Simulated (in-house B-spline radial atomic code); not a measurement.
Results of a calculation; reference values are marked as such.
Extrapolating the RPA correlation energy in partial waves: Hg II (Hg+)

All-electron RPA on Hartree-Fock orbitals from an all-electron radial atomic-structure program (B-spline basis), scalar-relativistic (spin-free one-electron X2C), finite nucleus, configuration [Xe] 4f14 5d10 6s1, highest spin. Without the two-electron picture change, the correlation of inner shells comes somewhat too large for so heavy an element. RPA overbinds a lone outer s electron by self-correlation, and G0W0 tends to as well. With empty states up to angular momentum L the sums are:

| L | E_c(L) (hartree) |
| --- | --- |
| 5 | -5.734187 |
| 6 | -6.103518 |
| 7 | -6.305536 |
| 8 | -6.421182 |
| 9 | -6.489940 |

For large l each further wave adds A/(l + 1/2)⁴, because the basis must build the cusp where two electrons meet.

Question: Estimate the limit from L = 8 and L = 9.

Answer: Wave 9 adds -0.068758, against a sum of (l + 1/2)⁻⁴ of 1.22774e-04, so A = -560.04. The sum over l > 9 is ζ(4, 10.5) = 3.3168e-04, close to 1/(3 × 10³) = 3.3333e-04. The tail is -0.185754 and the limit -6.67569 hartree.

Question: How good is the estimate?

Answer: A run to L = 11 sums to -6.56017 and extrapolates to -6.65260 hartree, 9.61 millihartree from the run before, so it has not settled and is itself too deep. The estimate differs from that by -23.09 millihartree, while the bare sum at L = 9 misses 162.7 millihartree (2.4 %).
